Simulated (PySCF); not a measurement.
**Computed properties of BI3, SMILES IB(I)I**

BI₃, SMILES B(I)(I)I. Coordinates come from a B3LYP-D3(BJ)/def2-SVP optimisation. The isomer is the one that the SMILES or the coordinates give; other isomers of the formula were not compared. The def2 effective core potentials stand for the cores of I; spin–orbit coupling is left out. Other conformers were not sampled. All values are computed for the isolated molecule unless a solvent is named; none is compared with measurement here.

**Structure.** The optimised structure has D3h symmetry. All 6 harmonic modes at B3LYP-D3(BJ)/def2-SVP (PySCF) are real, so it is a minimum. With heavy atoms numbered as in [B:1]([I:2])([I:3])[I:4], the shortest bond between them is B1–I2 at 2.134 Å and the longest B1–I4 at 2.134 Å.

**Vibrations.** The strongest infrared lines (harmonic, unscaled, degenerate partners summed) lie at 708 cm⁻¹ (495 km/mol, B 95 %), 319 cm⁻¹ (1 km/mol, B 97 %). The softest mode is at 104 cm⁻¹ and the zero-point energy is 3.1 kcal/mol.

**Electronic structure.** PBE0/def2-TZVP (PySCF) places the frontier levels at -7.41 and -2.56 eV, a gap of 4.85 eV, and gives a dipole moment of 0.00 D and a mean polarisability of 113.6 bohr³.

**Excitations.** TDDFT-M06-2X/def2-SVPD (PySCF) has S1 at 3.67 eV (338 nm, f = 0.000, dark); the most intense of the 10 singlets computed lies at 4.70 eV (f = 0.23). Strengths of degenerate partners are summed. T1 (TDA) is at 3.58 eV. No vertical singlet excitation falls in the visible range (under 3.1 eV).
